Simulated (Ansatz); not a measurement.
System: NbCl₄, charge 0, multiplicity 2. The spin state was set by rule; other spins were not relaxed. 
Geometry from a B3LYP-D3(BJ)/def2-TZVP (Ansatz, a first-principles code) optimisation:
SMILES: [Cl][Nb]([Cl])([Cl])[Cl]
```xyz
5

Nb     0.0000     0.0000     0.0000
Cl     1.7252    -0.5608    -1.3857
Cl     0.5070     0.5405     2.1591
Cl    -0.9206     1.8843    -0.9017
Cl    -1.3116    -1.8640     0.1283
```
Charge 0, spin multiplicity 2.

Quantity: atomisation energy (electronic, to ground-state atoms), in kcal/mol. Cores are frozen in the correlated levels unless marked. Open shells are spin-unrestricted. No spin-orbit coupling. Frozen are the shells of the preceding noble gas and the d and f shells that filled before the atom's block. Past Kr the def2 sets carry scalar-relativistic core potentials. The coupled-cluster limit lacks core correlation, which all-electron functionals hold. CBS marks a two-point X^-3 extrapolation of the correlation energy; Hartree-Fock from the larger set. [CCSD(T)-MP2]/basis is that difference in the basis named.

```
level                                                              program  atomisation energy (kcal/mol)
----------------------------------------------------------  --------------  -----------------------------
PBE/def2-TZVPD                                                      Ansatz                          432.1
PBE0-D3(BJ)/def2-TZVP                                       Ansatz + dftd3                          418.4
PBE0/def2-TZVP                                                      Ansatz                          413.2
HSE06-D4/def2-TZVPD                                         Ansatz + dftd4                            [?]
CAM-B3LYP/def2-TZVPD                                                Ansatz                          409.8
B2PLYP-D3(BJ)/def2-TZVPD                                    Ansatz + dftd3                            [?]
PBE-QIDH/def2-TZVPD                                                 Ansatz                          413.2
RI-MP2/CBS(def2-TZVPP,def2-QZVPP)+[CCSD(T)-MP2]/def2-TZVPP          Ansatz                            [?]
```

Problem. Some entries are withheld; supply them.

Solution. 
- HSE06-D4/def2-TZVPD, atomisation energy (kcal/mol): 418.0
- B2PLYP-D3(BJ)/def2-TZVPD, atomisation energy (kcal/mol): 421.2
- RI-MP2/CBS(def2-TZVPP,def2-QZVPP)+[CCSD(T)-MP2]/def2-TZVPP, atomisation energy (kcal/mol): 422.7
